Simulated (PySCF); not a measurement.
**Correlation energy of Ge (germanium, neutral)**

[Ar] 3d10 4s2 4p2, high-spin 3P determinant. All numbers are calculated (PySCF 2.14, scalar relativity through the core potential, in aug-cc-pwCVDZ-PP with ECP10MDF). Frozen: 3s2 3p6 3d10; 4 electrons correlated.

```json
{"level": "CCSD", "correlation energy (mhartree)": "-59.96"}
{"level": "(T)", "correlation energy (mhartree)": "-1.11"}
{"level": "CCSD(T)", "correlation energy (mhartree)": "-61.07"}
{"level": "CCSDT", "correlation energy (mhartree)": "-61.41"}
```

Diagnostics: T1 = 0.0088, D1 = 0.0245, largest double amplitude 0.068.

Q: Is a single reference adequate?

A: Yes, within this model without spin-orbit coupling: T1 lies below 0.03 and no double amplitude reaches 0.07.
